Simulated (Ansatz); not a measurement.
C2H8ClFO4W (`C[O][W]([OH])([OH])([F])([Cl])[O]C`). Charge 0, multiplicity 1. W takes the def2 core potential. Geometry: relaxed with PBE0-D4/def2-TZVP. It is one conformer, not always the lowest.

```xyz
17

C    -1.413   -0.792    2.384
O    -0.482   -0.593    1.365
W    -0.278    0.017   -0.355
O    -0.988    1.649    0.312
O    -0.506    0.698   -2.111
F     0.447   -1.619   -0.983
Cl   -2.403   -0.987   -0.768
O     1.484    0.575   -0.329
C     2.665    0.238   -1.004
H    -1.791    0.179    2.718
H    -2.243   -1.393    2.002
H    -0.926   -1.307    3.213
H    -1.166    2.365   -0.303
H    -1.306    0.506   -2.607
H     3.517    0.532   -0.387
H     2.688   -0.839   -1.190
H     2.701    0.772   -1.957
```

(1) What is the dipole moment at r2SCAN/def2-TZVPP? (Best estimate.)

(2) And with PBE, B3LYP, ωB97M-V? (Estimate.)

(3) Give the Mulliken charges with r2SCAN, B3LYP, ωB97M-V in def2-TZVPP. (An estimate is asked.)

Results:

(1) The calculation gave: 2.62 D, with components (1.41, 2.02, 0.89) D in this frame, pointing from negative to positive charge.

(2) Ansatz gave: PBE 2.55 D, B3LYP 2.54 D, ωB97M-V 2.56 D.

(3) Computed: 
| atom | r2SCAN | B3LYP | ωB97M-V |
| --- | --- | --- | --- |
| C1 | 0.01 | -0.10 | -0.16 |
| O2 | -0.27 | -0.27 | -0.26 |
| W3 | 1.11 | 1.11 | 1.03 |
| O4 | -0.38 | -0.36 | -0.34 |
| O5 | -0.38 | -0.36 | -0.34 |
| F6 | -0.33 | -0.33 | -0.32 |
| Cl7 | -0.38 | -0.37 | -0.33 |
| O8 | -0.31 | -0.31 | -0.30 |
| C9 | 0.01 | -0.11 | -0.17 |
| H10 | 0.08 | 0.12 | 0.13 |
| H11 | 0.09 | 0.12 | 0.13 |
| H12 | 0.08 | 0.12 | 0.13 |
| H13 | 0.21 | 0.19 | 0.19 |
| H14 | 0.22 | 0.20 | 0.20 |
| H15 | 0.07 | 0.12 | 0.13 |
| H16 | 0.09 | 0.12 | 0.14 |
| H17 | 0.08 | 0.12 | 0.13 |

B3LYP here is the variant with VWN-RPA as its local correlation; programs differ in this.
